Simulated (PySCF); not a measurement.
Si(F)(Me)2(SeH) (C2H7FSeSi), SMILES C[Si](C)(F)[SeH].

Coordinates come from a B3LYP-D3(BJ)/def2-SVP optimisation. One conformer was computed; it need not be the lowest.

Two levels are set side by side: TDA-PBE/def2-SVPD (PySCF) and TDA-ωB97X/def2-SVPD (PySCF). Vertical, same geometry. The lowest singlet is HOMO→LUMO 99 % with PBE and HOMO→LUMO 48 %, HOMO→LUMO+1 34 %, HOMO→LUMO+2 9 % with the other functional; states are paired by order. Differences are taken from unrounded values.

```json
[
 {"quantity": "lowest singlet excitation (eV)", "TDA-PBE": "4.93"},
 {"quantity": "lowest triplet excitation (TDA) (eV)", "TDA-PBE": "4.58"},
 {"quantity": "first bright state (f over 0.05) (eV)", "TDA-PBE": "5.46"},
 {"quantity": "its oscillator strength", "TDA-PBE": "0.06"}
]
```

These are the TDA-PBE values. What does TDA-ωB97X give? (Estimate from the structure and the level; the computed values follow.)


```json
[
 {"quantity": "lowest singlet excitation (eV)", "TDA-ωB97X": "5.41", "TDA-PBE minus TDA-ωB97X": "-0.49"},
 {"quantity": "lowest triplet excitation (TDA) (eV)", "TDA-ωB97X": "5.02", "TDA-PBE minus TDA-ωB97X": "-0.44"},
 {"quantity": "first bright state (f over 0.05) (eV)", "TDA-ωB97X": "6.27", "TDA-PBE minus TDA-ωB97X": "-0.82"},
 {"quantity": "its oscillator strength", "TDA-ωB97X": "0.08", "TDA-PBE minus TDA-ωB97X": "-0.01"}
]
```

A lower first singlet is the usual sign of a functional without exact exchange. Differences between two approximate levels are no errors against the true value.

Rough cost on one machine, each run with all the roots and properties that it gave: TDA-ωB97X against TDA-PBE about 5 times.
